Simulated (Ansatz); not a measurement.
Wavefunction ladder for CH3FMgO, SMILES `C[O][Mg][F]`

```json
{"atom": "C1", "x (Å)": "0.901", "y (Å)": "-0.565", "z (Å)": "0.481"}
{"atom": "O2", "x (Å)": "-0.163", "y (Å)": "0.102", "z (Å)": "-0.085"}
{"atom": "Mg3", "x (Å)": "-1.515", "y (Å)": "0.950", "z (Å)": "-0.807"}
{"atom": "F4", "x (Å)": "-2.866", "y (Å)": "1.798", "z (Å)": "-1.529"}
{"atom": "H5", "x (Å)": "1.859", "y (Å)": "-0.088", "z (Å)": "0.229"}
{"atom": "H6", "x (Å)": "0.828", "y (Å)": "-0.589", "z (Å)": "1.577"}
{"atom": "H7", "x (Å)": "0.956", "y (Å)": "-1.607", "z (Å)": "0.135"}
```

Total charge 0; spin multiplicity 1. Correlated methods include outer-core shells of Mg, which these sets cover unevenly. All single points use the PBE0-D4/def2-TZVP geometry. It is one conformer, not always the lowest. Frozen core, restricted reference, Ansatz. CBS rows extrapolate triple and quadruple zeta; past MP2 they add the triple-zeta difference. For Mg the program correlates outer-core shells too, which these sets cover unevenly, so the extrapolated numbers aren't a true limit.

```
     basis     HF (Eh)  MP2 corr.
  def2-SVP  -413.38341   -0.55442
def2-TZVPP  -413.71286   -0.86841
def2-QZVPP  -413.73440   -0.96559
```

**Question.** Estimate the CCSD correlation energy and the (T) correction in each basis where they were run (hartree).

**Answer.** 
```tsv
basis	CCSD corr.	(T)
def2-SVP	-0.57470	-0.01110
def2-TZVPP	-0.88509	-0.02426
CBS(def2)	-1.05426	as TZ
```
